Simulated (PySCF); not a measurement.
# Computed records: AlBH$_{5}$OSi

Computed with PySCF 2.14.0. Calculation on a computer-drawn molecule: the log of a Hartree-Fock and frozen-core CCSD(T) single point meant for a local Hartree-Fock minimum, with one planted fault or none, to be diagnosed. Offsets are logged minus clean, where the clean run is the same molecule without the fault. The reference is restricted for singlets and unrestricted otherwise, and also for a bond in bohr or an excited solution. Adding or removing an electron swaps singlet and doublet. The excited solution moves the top pair (singlet) or top alpha electron (doublet) to the lowest empty orbital. Highest occupied and lowest empty are orbital energies over both spins, largest force is the largest gradient component, triples share is (T) over the correlation energy, the T1 limit is 0.02 restricted and 0.045 unrestricted, electrons count all cores, a negative frequency is imaginary (commonest isotopes), and the dipole is about the centre of nuclear charge.

```json
{"formula": "AlBH5OSi", "logged_structure": {"atoms_angstrom": [["Al", -2.2799, 2.4391, -1.4242], ["B", -1.2477, 0.5792, -1.8644], ["O", -0.2283, 0.1756, -1.0587], ["Si", 0.7587, -1.1605, -0.9896], ["H", -1.8622, 3.8299, -2.0907], ["H", -1.5814, -0.1583, -2.7702], ["H", 0.4102, -2.1079, -2.0686], ["H", 2.1564, -0.7123, -1.1378], ["H", 0.5792, -1.801, 0.3272]]}, "given": {"meant_charge": 0, "meant_multiplicity": 2, "meant_basis": "cc-pV(D+d)Z", "logged_electrons": 45, "logged_basis_functions": 99, "logged_SCF_converged": "yes", "logged_spin_squared": 3.7571, "logged_highest_occupied [eV]": -5.8842, "logged_lowest_empty [eV]": -1.0704, "logged_largest_force [hartree/bohr]": 0.071376, "logged_T1_diagnostic": 0.02976, "logged_D1_diagnostic": 0.14494, "logged_triples_share": 0.028834, "logged_CC_converged": "yes", "logged_dipole_magnitude [debye]": 4.7102, "logged_SCF_stable_within_its_kind": "yes", "logged_energy_HF [hartree]": -633.2249, "logged_energy_CCSD(T) [hartree]": -633.68973, "possible_faults": "no fault, one electron removed, one electron added, multiplicity raised by two, geometry at a saddle point, SCF held on an excited solution, minimal basis STO-3G, one bond length entered in bohr, all coordinates scaled", "drawn_bonds_atom": [1, 2, 3, 1, 2, 4, 4, 4], "drawn_bonds_other_atom": [2, 3, 4, 5, 6, 7, 8, 9], "drawn_bonds_order": [1, 1, 1, 1, 1, 1, 1, 1]}, "results": {"planted_fault": "multiplicity raised by two", "HF_energy_offset_from_clean_run [kcal/mol]": 70.68, "CCSD(T)_energy_offset_from_clean_run [kcal/mol]": 76.2}}
```
